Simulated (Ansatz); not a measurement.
`[OH][GeH]` + `[SiH3]N[SiH3]` → `[SiH3][N]([SiH3])[GeH]` + H₂O  (ligand exchange at a Ge–O bond)

Calculated with Ansatz (gas phase, PBE0-D4/def2-TZVP geometries, no zero-point term in ΔE). CCSD(T)/CBS adds triple-zeta CCSD(T) − MP2 to the extrapolated MP2 energy (def2 sets, frozen cores). This one scheme is used for every species. DFT in def2-TZVPP. For Ge outer-core shells are correlated without core-valence functions, which leaves a few kJ/mol of doubt a bond. Scalar relativity is left out up to krypton.

Q: Is it downhill or uphill in electronic energy at CCSD(T)/CBS, and by how much? (An estimate is asked.)

A: Computed: Downhill: ΔE = -1.6 kcal/mol.

Q: What do these levels give: r2SCAN-D4, r2SCANh-D4, BHLYP-D4, B2PLYP, PBE0, BHLYP, LC-ωPBE, HF/def2-SVP, CCSD(T)/def2-SVP, SCS-MP2/def2-TZVPP, HF/CBS(def2), CCSD/CBS(def2)? (Estimate.)

A: The calculation gave: r2SCAN-D4 1.2, r2SCANh-D4 0.8, BHLYP-D4 0.0, B2PLYP 2.1, PBE0 1.5, BHLYP 3.7, LC-ωPBE 2.9, HF/def2-SVP 3.2, CCSD(T)/def2-SVP 0.2, SCS-MP2/def2-TZVPP -0.3, HF/CBS(def2) 4.7, CCSD/CBS(def2) -0.7 kcal/mol.

Largest T1 diagnostic among the species: 0.016.

The D4 term adds −3.6 kcal/mol with B3LYP and −1.9 kcal/mol with PBE0; it sums over pairs of atoms, weighted by their polarisabilities, and B3LYP, whose exchange is more repulsive, gets the larger term. From BLYP to BHLYP (50 % exact exchange), in def2-TZVPP and without D4, ΔE moves by −1.5 kcal/mol.

B3LYP here is the variant with VWN-RPA as its local correlation; programs differ in this.
